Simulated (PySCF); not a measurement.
## Polarisability and C₆ of Mo(2+) (molybdenum, charge +2)

[Kr] 4d4, high-spin 5D determinant. All numbers are calculated (PySCF 2.14, the spin-free X2C one-electron Hamiltonian (Gaussian nucleus), in aug-cc-pVTZ-DK). Coupled (time-dependent) response in atomic units; α is the mean over directions.

| method | mean α (bohr³) | α xx, yy, zz | C₆ (like pair) | S(−4) |
| --- | --- | --- | --- | --- |
| r2SCANh | 10.03 | 9.407, 9.407, 11.27 | 54.20 | 38.17 |

S(−4) is the Cauchy moment in α(ω) = α(0) + S(−4) ω² + …

Spin-orbit coupling is absent.

α(iu) at r2SCANh:

| u (hartree) | α(iu) (bohr³) |
| --- | --- |
| 0 | 10.03 |
| 0.0500 | 9.933 |
| 0.100 | 9.669 |
| 0.200 | 8.820 |
| 0.300 | 7.848 |
| 0.500 | 6.184 |
| 0.750 | 4.734 |
| 1.00 | 3.736 |
| 1.50 | 2.476 |
| 2.00 | 1.738 |
| 3.00 | 0.9693 |
| 5.00 | 0.4169 |

A single London oscillator, α(iu) = α/(1 + u²/ω²), gives C₆ = (3/4) ω α². Matching the computed C₆ needs ω = 4 × 54.20 / (3 × 10.03²) = 0.718 hartree.

For an ion, C₆ is the dispersion term alone; charge-induced terms of lower order in 1/R come first.

The components differ because the open shell of this determinant is not spherical; for a pure term their mean is the scalar polarisability.
